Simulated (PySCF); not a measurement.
PySCF input file for C₃H₇FOSi, SMILES O([SiH2]C)/C=C\F, TDDFT-PBE/def2-SVPD. Coordinates come from a B3LYP-D3(BJ)/def2-SVP optimisation. The structure was generated by enumeration; whether it is a known compound was not checked. One conformer was computed; it need not be the lowest.

```python
import numpy as np
from pyscf import gto, scf, dft, tdscf

mol = gto.M(
    atom='''
    C    -2.74521846    0.20786845    0.63570921
    Si   -1.30454848   -0.92005841    0.27661412
    O     0.05399760    0.06489333    0.12453317
    C     1.34822036   -0.32988976    0.10592758
    C     2.32727832    0.39800354   -0.43893416
    F     2.10846854    1.57261785   -1.04155997
    H    -2.58238070    0.76428548    1.57183683
    H    -2.87814006    0.93570438   -0.18006387
    H    -3.67615079   -0.37389591    0.73400994
    H    -1.05840811   -1.89083038    1.38652382
    H    -1.51208853   -1.68812071   -0.98605205
    H     1.60661220   -1.28279121    0.58507872
    H     3.37435554    0.08786556   -0.42237249
    ''',
    basis='def2-SVPD',
    charge=0,
    spin=0,
    max_memory=1600,
    verbose=4,
)
mf = dft.RKS(mol, xc='pbe').density_fit(auxbasis='def2-universal-jkfit')
mf.grids.level = 3
mf.conv_tol = 1e-9
mf.max_cycle = 100
mf.kernel()
mf.grids = dft.Grids(mol).set(level=1).build(with_non0tab=True)  # coarser grid for the response kernel
td = tdscf.TDDFT(mf)
td.singlet = True
td.nstates = 10
td.conv_tol = 1e-4
td.positive_eig_threshold = 1e-6
td.kernel(x0=td.get_init_guess(mf, 15))
td.analyze()
tt = tdscf.TDA(mf)
tt.singlet = False
tt.nstates = 4
tt.conv_tol = 1e-4
tt.positive_eig_threshold = 1e-6
tt.kernel(x0=tt.get_init_guess(mf, 9))
tt.analyze(verbose=3)
```

Program output:

```
PySCF version 2.14.0

[INPUT] verbose = 4
[INPUT] num. atoms = 13
[INPUT] num. electrons = 56
[INPUT] charge = 0
[INPUT] spin (= nelec alpha-beta = 2S) = 0
[INPUT] symmetry False subgroup None
[INPUT] Mole.unit = angstrom
[INPUT] Symbol           X                Y                Z      unit          X                Y                Z       unit  Magmom
[INPUT]  1 C     -2.745218460000   0.207868450000   0.635709210000 AA   -5.187711041500   0.392814440438   1.201316301764 Bohr   0.0
[INPUT]  2 Si    -1.304548480000  -0.920058410000   0.276614120000 AA   -2.465239343418  -1.738658413503   0.522724928988 Bohr   0.0
[INPUT]  3 O      0.053997600000   0.064893330000   0.124533170000 AA    0.102040675384   0.122630621011   0.235333584724 Bohr   0.0
[INPUT]  4 C      1.348220360000  -0.329889760000   0.105927580000 AA    2.547767235963  -0.623401297698   0.200174115238 Bohr   0.0
[INPUT]  5 C      2.327278320000   0.398003540000  -0.438934160000 AA    4.397918640438   0.752117687207  -0.829465349116 Bohr   0.0
[INPUT]  6 F      2.108468540000   1.572617850000  -1.041559970000 AA    3.984428082862   2.971817035102  -1.968263085610 Bohr   0.0
[INPUT]  7 H     -2.582380700000   0.764285480000   1.571836830000 AA   -4.879992272363   1.444290238182   2.970341121205 Bohr   0.0
[INPUT]  8 H     -2.878140060000   0.935704380000  -0.180063870000 AA   -5.438896461539   1.768225011756  -0.340271399229 Bohr   0.0
[INPUT]  9 H     -3.676150790000  -0.373895910000   0.734009940000 AA   -6.946918185703  -0.706560868995   1.387077759308 Bohr   0.0
[INPUT] 10 H     -1.058408110000  -1.890830380000   1.386523820000 AA   -2.000101455919  -3.573151566207   2.620150284986 Bohr   0.0
[INPUT] 11 H     -1.512088530000  -1.688120710000  -0.986052050000 AA   -2.857433197796  -3.190085807106  -1.863368319066 Bohr   0.0
[INPUT] 12 H      1.606612200000  -1.282791210000   0.585078720000 AA    3.036057046385  -2.424124061899   1.105638542111 Bohr   0.0
[INPUT] 13 H      3.374355540000   0.087865560000  -0.422372490000 AA    6.376607817509   0.166041844182  -0.798168328651 Bohr   0.0

nuclear repulsion = 288.174018385255
number of shells = 80
number of NR pGTOs = 268
number of NR cGTOs = 186
basis = def2-SVPD
ecp = {}


[settings echo left out]
init E= -582.692980213776
  HOMO = -0.271116533766224  LUMO = -0.0615330715635083  gap/eV = 5.70306
cycle= 1 E= -582.18488289793  delta_E= 0.508  |g|= 0.803  |ddm|= 4.79
  HOMO = -0.114183377447849  LUMO = 0.000589279383928609  gap/eV = 3.12312
cycle= 2 E= -581.619744372802  delta_E= 0.565  |g|= 1.82  |ddm|=  2.5
  HOMO = -0.195693137493956  LUMO = -0.0211437487430315  gap/eV = 4.74973
cycle= 3 E= -582.293167495579  delta_E= -0.673  |g|= 0.319  |ddm|=    2
  HOMO = -0.203202813634283  LUMO = -0.0185332864745287  gap/eV = 5.02511
cycle= 4 E= -582.314083417907  delta_E= -0.0209  |g|= 0.135  |ddm|= 0.503
  HOMO = -0.203775918926842  LUMO = -0.0216821212958855  gap/eV = 4.95502
cycle= 5 E= -582.317487997848  delta_E= -0.0034  |g|= 0.0685  |ddm|= 0.199
  HOMO = -0.202403584106164  LUMO = -0.0204494596051905  gap/eV = 4.95122
cycle= 6 E= -582.318605011379  delta_E= -0.00112  |g|= 0.016  |ddm|= 0.0824
  HOMO = -0.202044126123614  LUMO = -0.0203629447726756  gap/eV = 4.94380
cycle= 7 E= -582.318675459999  delta_E= -7.04e-05  |g|= 0.00283  |ddm|= 0.0215
  HOMO = -0.20236336747934  LUMO = -0.0203412614136016  gap/eV = 4.95307
cycle= 8 E= -582.318677345163  delta_E= -1.89e-06  |g|= 0.000877  |ddm|= 0.00432
  HOMO = -0.202305753078382  LUMO = -0.0203628586282671  gap/eV = 4.95092
cycle= 9 E= -582.318677543664  delta_E= -1.99e-07  |g|= 0.000255  |ddm|= 0.00135
  HOMO = -0.202318996701349  LUMO = -0.0203668328663436  gap/eV = 4.95117
cycle= 10 E= -582.318677556444  delta_E= -1.28e-08  |g|= 9.07e-05  |ddm|= 0.000328
  HOMO = -0.20232524390989  LUMO = -0.0203678520689485  gap/eV = 4.95131
cycle= 11 E= -582.318677557402  delta_E= -9.58e-10  |g|= 5.07e-05  |ddm|= 0.000156
  HOMO = -0.202320792671983  LUMO = -0.0203665035461187  gap/eV = 4.95123
cycle= 12 E= -582.318677558014  delta_E= -6.11e-10  |g|= 3.81e-06  |ddm|= 7.06e-05
  HOMO = -0.202321007583382  LUMO = -0.0203666807606666  gap/eV = 4.95123
Extra cycle  E= -582.318677558009  delta_E= 5e-12  |g|= 7.19e-06  |ddm|= 1.22e-05
converged SCF energy = -582.318677558009
tot grids = 49736
Overwritten attributes  positive_eig_threshold  of <class 'pyscf.tdscf.rks.CasidaTDDFT'>


******** <class 'pyscf.tdscf.rks.CasidaTDDFT'> for <class 'pyscf.df.df_jk.DFRKS'> ********
nstates = 10 singlet
deg_eia_thresh = 1.000e-03
wfnsym = None
conv_tol = 0.0001
eigh lindep = 1e-12
eigh level_shift = 0
eigh max_cycle = 100


Excitation energies (eV)
[4.99916038 5.35973941 5.94830264 6.28699994 6.45374984 6.72168073
 6.7766956  7.14626422 7.18479555 7.32988267]

** Singlet excitation energies and oscillator strengths **
Excited State   1:      4.99916 eV    248.01 nm  f=0.0028
      28 -> 29        0.70537
Excited State   2:      5.35974 eV    231.33 nm  f=0.0027
      28 -> 30        0.25760
      28 -> 31        0.65773
Excited State   3:      5.94830 eV    208.44 nm  f=0.0453
      28 -> 30        0.22847
      28 -> 31       -0.10760
      28 -> 32       -0.65720
Excited State   4:      6.28700 eV    197.21 nm  f=0.0061
      28 -> 33        0.69749
Excited State   5:      6.45375 eV    192.11 nm  f=0.1901
      28 -> 30       -0.45385
      28 -> 31        0.18197
      28 -> 32       -0.22088
      28 -> 34       -0.33151
      28 -> 36        0.26238
Excited State   6:      6.72168 eV    184.45 nm  f=0.0895
      28 -> 30        0.20873
      28 -> 34       -0.61241
      28 -> 36       -0.22753
Excited State   7:      6.77670 eV    182.96 nm  f=0.0050
      28 -> 35        0.70406
Excited State   8:      7.14626 eV    173.50 nm  f=0.0688
      26 -> 30       -0.11519
      27 -> 29       -0.25435
      27 -> 30        0.34098
      28 -> 30        0.15759
      28 -> 36        0.49146
      28 -> 37       -0.13042
Excited State   9:      7.18480 eV    172.56 nm  f=0.0091
      27 -> 29        0.64903
      27 -> 30        0.13727
      28 -> 36        0.16805
      28 -> 37       -0.11625
      28 -> 38       -0.10609
Excited State  10:      7.32988 eV    169.15 nm  f=0.0078
      27 -> 30       -0.41420
      28 -> 37       -0.54750

** Transition electric dipole moments (AU) **
state          X           Y           Z        Dip. S.      Osc.
  1        -0.0863      0.0340      0.1200      0.0230      0.0028
  2         0.0644     -0.0353      0.1239      0.0207      0.0027
  3        -0.4111     -0.3350     -0.1729      0.3112      0.0453
  4         0.1692      0.1043     -0.0020      0.0395      0.0061
  5         0.9057      0.4581     -0.4152      1.2024      0.1901
  6        -0.6626     -0.3188      0.0503      0.5432      0.0895
  7        -0.0899     -0.1186     -0.0880      0.0299      0.0050
  8        -0.5740     -0.1097      0.2272      0.3931      0.0688
  9         0.2164     -0.0288      0.0635      0.0517      0.0091
 10        -0.1852     -0.0820     -0.0469      0.0432      0.0078

** Transition velocity dipole moments (imaginary part, AU) **
state          X           Y           Z        Dip. S.      Osc.
  1        -0.0160      0.0080      0.0298      0.0012      0.0044
  2         0.0134     -0.0056      0.0281      0.0010      0.0034
  3        -0.0896     -0.0773     -0.0477      0.0163      0.0496
  4         0.0413      0.0285      0.0047      0.0025      0.0073
  5         0.2106      0.1023     -0.1058      0.0660      0.1856
  6        -0.1633     -0.0830      0.0018      0.0336      0.0906
  7        -0.0241     -0.0309     -0.0219      0.0020      0.0054
  8        -0.1535     -0.0292      0.0591      0.0279      0.0708
  9         0.0608     -0.0064      0.0203      0.0042      0.0105
 10        -0.0519     -0.0218     -0.0157      0.0034      0.0084

** Transition magnetic dipole moments (imaginary part, AU) **
state          X           Y           Z
  1         0.3467      0.1788     -0.2165
  2         0.3660      0.1200     -0.0855
  3         0.0820     -0.1288      0.1967
  4         0.0342      0.3644     -0.2467
  5        -0.2244     -0.4007     -0.3293
  6         0.1679      0.1583      0.1228
  7        -0.3293     -0.0723      0.0403
  8         0.2751      0.2486      0.3770
  9         0.2735     -0.5484     -0.2611
 10        -0.5975      0.0429      0.1586
Overwritten attributes  positive_eig_threshold  of <class 'pyscf.tdscf.rks.TDA'>


******** <class 'pyscf.tdscf.rks.TDA'> for <class 'pyscf.df.df_jk.DFRKS'> ********
nstates = 4 triplet
deg_eia_thresh = 1.000e-03
wfnsym = None
conv_tol = 0.0001
eigh lindep = 1e-12
eigh level_shift = 0
eigh max_cycle = 100


Excitation energies (eV)
[4.27100513 4.8491299  5.32630093 5.90453985]

** Triplet excitation energies and oscillator strengths **
Excited State   1:      4.27101 eV    290.29 nm  f=0.0000
Excited State   2:      4.84913 eV    255.68 nm  f=0.0000
Excited State   3:      5.32630 eV    232.78 nm  f=0.0000
Excited State   4:      5.90454 eV    209.98 nm  f=0.0000
```

Self-consistency was reached.
